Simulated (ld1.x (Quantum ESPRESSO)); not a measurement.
**Reading a pseudo-wave (Ni (Z = 28))**

Columns: radius, all-electron u(r) and pseudo u(r) of the 4p shell (level -1.71 eV) of nickel in the configuration [Ar] 3d8 4s1.5 4p0.5; PBE, scalar-relativistic, ultrasoft scheme, ld1.x (Quantum ESPRESSO) 7.5.

```tsv
r (bohr)	all-electron	pseudo
0.150	0.0983	0.0047
0.300	-0.0368	0.0185
0.450	-0.1513	0.0408
0.600	-0.1725	0.0704
0.750	-0.1291	0.1059
0.900	-0.0554	0.1456
1.050	0.0270	0.1878
1.200	0.1073	0.2308
1.350	0.1806	0.2729
1.500	0.2452	0.3128
1.650	0.3008	0.3495
1.800	0.3478	0.3822
1.950	0.3869	0.4105
2.100	0.4189	0.4344
2.250	0.4445	0.4539
2.400	0.4644	0.4695
2.550	0.4794	0.4816
2.700	0.4898	0.4905
2.850	0.4964	0.4965
3.000	0.4996	0.4996
3.150	0.4999	0.4999
3.300	0.4977	0.4977
3.450	0.4933	0.4933
3.600	0.4871	0.4871
3.750	0.4795	0.4795
3.900	0.4706	0.4706
```

Question: How many radial nodes do the two functions have?

Answer: The all-electron 4p function has n − l − 1 = 2; the pseudo-wave has 0, since the states of the same l below it are removed with the core.

Question: At about which radius was the pseudo-wave matched?

Answer: 3.00 bohr, where the columns begin to agree (steps of 0.15 bohr).

Question: Where does each function peak?

Answer: Outermost all-electron maximum near 3.15 bohr, pseudo maximum near 3.15 bohr (to the table’s step).

Question: Is the pseudo-wave norm-conserving?

Answer: No, it belongs to an ultrasoft set: the norm inside the radius is not constrained, and the difference is carried by the augmentation charge.
